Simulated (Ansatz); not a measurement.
Relaxation of CH5BClN (9 atoms, charge 0, multiplicity 1), to a largest force component of 0.02 eV/Å in at most 40 steps.

Method: Ansatz 0.2.0, RKS CAM-B3LYP/STO-3G.

```xyz
9
Properties=species:S:1:pos:R:3:forces:R:3
N -0.730 0.977 -0.111 -4.36 4.95 -1.21
C 0.017 -0.007 0.535 4.40 -1.43 1.26
B 0.560 -1.027 -0.553 1.69 -0.29 0.53
Cl -0.484 -2.021 -1.576 0.08 0.19 0.06
H -0.130 1.652 -0.661 -0.02 -0.58 0.32
H -1.227 1.618 0.621 0.86 -1.16 -1.26
H 0.891 0.465 1.094 -0.62 -1.02 -0.16
H -0.574 -0.549 1.249 -0.87 -0.50 0.89
H 1.764 -1.154 -0.615 -1.15 -0.16 -0.42
```

Task: Where does it end, and by what steps?

Result: It converged. Limits of this set-up: minimal basis. After 19 steps the energy has fallen by 0.631 eV; Cl4 moved furthest, 1.22 Å.

```
step  energy less start (eV)  largest force component (eV/Å)  accepted
   0                  0.0000                           4.955       yes
   1                 -0.3808                           1.400       yes
   2                 -0.4462                           0.790       yes
   3                 -0.4834                           0.446       yes
   4                 -0.5011                           0.269       yes
   5                 -0.5052                           0.116       yes
   6                 -0.5076                           0.087       yes
   7                 -0.5129                           0.321       yes
   8                 -0.5457                           0.304       yes
   9                 -0.5666                           0.526       yes
  10                 -0.5769                           0.533       yes
  11                 -0.5795                           0.978       yes
  12                 -0.6149                           0.548       yes
  13                 -0.6247                           0.194       yes
  14                 -0.6286                           0.111       yes
  15                 -0.5893                           0.772        no
  16                 -0.6302                           0.063       yes
  17                 -0.6303                           0.037       yes
  18                 -0.6301                           0.091        no
  19                 -0.6306                           0.015       yes
```

```xyz
9
Properties=species:S:1:pos:R:3
N -1.061 0.847 0.080
C 0.132 0.048 0.545
B 0.588 -1.090 -0.437
Cl 0.072 -1.089 -2.132
H -0.821 1.189 -0.888
H -1.064 1.728 0.659
H 1.036 0.668 0.739
H -0.116 -0.407 1.521
H 1.322 -1.940 -0.103
```

Whether the end is a true minimum wasn't checked by a vibrational analysis.

The run took 36 s on 1 thread of Arm Neoverse V1, on a shared host, peak memory 0.13 GiB.
